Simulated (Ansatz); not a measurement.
Reaction (redistribution): `C[Si](O)(O)[SiH3]` + `BCBF` → `O[SiH](O)[SiH3]` + `BCB(C)F`

Isolated molecules relaxed with PBE0-D4/def2-TZVP in Ansatz; ΔE leaves out vibrations. CCSD(T)/CBS adds triple-zeta CCSD(T) − MP2 to the extrapolated MP2 energy (def2 sets, frozen cores). This one scheme is used for every species. DFT in def2-TZVPP. B3LYP here is the variant with VWN-RPA as its local correlation; programs differ in this. Each species was taken in one conformer, which may not be the lowest.

`C[Si](O)(O)[SiH3]`:

Cartesian coordinates in Å:
```
C -0.462 1.646 -0.154
Si 0.017 -0.027 0.518
O 1.309 0.054 1.529
O -1.237 -0.637 1.408
Si 0.659 -1.500 -1.192
H 0.376 2.097 -0.693
H -1.302 1.572 -0.851
H -0.750 2.325 0.654
H 1.151 0.377 2.418
H -2.127 -0.428 1.123
H 1.031 -2.834 -0.650
H -0.476 -1.684 -2.142
H 1.811 -0.960 -1.968
```

`BCBF`:

```xyz
9

B     0.064   -0.580   -1.179
C     0.536    0.324   -0.012
B    -0.527    0.293    1.126
F    -1.244    1.376    1.390
H    -0.054   -1.760   -1.011
H    -0.213   -0.121   -2.248
H     1.394   -0.197    0.442
H     0.795    1.343   -0.302
H    -0.750   -0.677    1.794
```

`O[SiH](O)[SiH3]`:

Cartesian coordinates in Å:
```
O 0.394 -1.875 -0.541
Si 0.256 -0.243 -0.725
O 1.704 0.535 -0.628
Si -1.049 0.729 0.962
H 0.685 -2.201 0.312
H -0.324 -0.109 -2.086
H 2.351 0.362 -1.314
H -0.466 0.418 2.297
H -2.430 0.177 0.919
H -1.121 2.206 0.804
```

`BCB(C)F`:

Z-matrix (Å, degrees):
```
C
B 1 1.574
B 1 1.546 2 107.7
H 1 1.098 2 104.8 3 115.6
H 1 1.091 2 109.9 3 -124.1
F 2 1.335 1 117.2 3 100.4
C 2 1.560 1 125.0 3 -80.4
H 3 1.197 1 121.3 2 -103.1
H 3 1.199 1 120.2 2 74.3
H 7 1.091 2 113.5 1 18.4
H 7 1.098 2 108.3 1 -100.6
H 7 1.093 2 111.8 1 142.8
```

(1) Is it downhill or uphill in electronic energy at CCSD(T)/CBS, and by how much? (Best estimate.)

(2) What do these levels give: PBE-D4, PBE0-D4, ωB97X-V, ωB97M-V, PBE, PBE0, B3LYP, HF/def2-TZVPP, MP2/def2-TZVPP, CCSD(T)/def2-TZVPP, SCS-MP2/def2-QZVPP, MP2/CBS(def2)? (Best estimate.)

Largest T1 diagnostic among the species: 0.013.

Results:

(1) Computed: Downhill: ΔE = -8.4 kJ/mol.

(2) Ansatz gave: PBE-D4 -11.6, PBE0-D4 -10.6, ωB97X-V -10.5, ωB97M-V -9.8, PBE -13.2, PBE0 -12.1, B3LYP -12.2, HF/def2-TZVPP -10.4, MP2/def2-TZVPP -8.5, CCSD(T)/def2-TZVPP -9.8, SCS-MP2/def2-QZVPP -8.2, MP2/CBS(def2) -7.1 kJ/mol.
